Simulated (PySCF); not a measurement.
C₄H₆Ge, SMILES [C]([GeH3])(=C)C#C. Atoms are numbered in the order given.

```xyz
11

C     -1.0503     2.6999     0.0000
C     -0.2615     1.7754     0.0000
C      0.5961     0.6402     0.0000
C      1.9377     0.7408     0.0000
Ge    -0.2841    -1.1108     0.0000
H     -1.7351     3.5274     0.0000
H      2.4371     1.7150     0.0000
H      2.5739    -0.1486     0.0000
H     -1.1652    -1.2465     1.2531
H     -1.1652    -1.2465    -1.2531
H      0.8125    -2.1909     0.0000
```
Charge 0, spin multiplicity 1.

Geometry: PBE0-D3(BJ)/def2-SVP. The structure was generated by enumeration, and PubChem lists no compound with its InChIKey, so it may never have been made.

Vertical ionisation energy (IE) and electron affinity (EA) in eV. Rows of orbital energies are one-electron estimates. Where ΔSCF, EOM or ADC give a negative EA the extra electron is unbound and the value depends on the basis.

```json
[
 {"level": "−ε(HOMO), −ε(LUMO), CAM-B3LYP/def2-TZVP (PySCF)", "IE": "8.46", "EA": "0.08"},
 {"level": "−ε(HOMO), −ε(LUMO), PBE/def2-TZVP (PySCF)", "IE": "6.20", "EA": "2.14"}
]
```
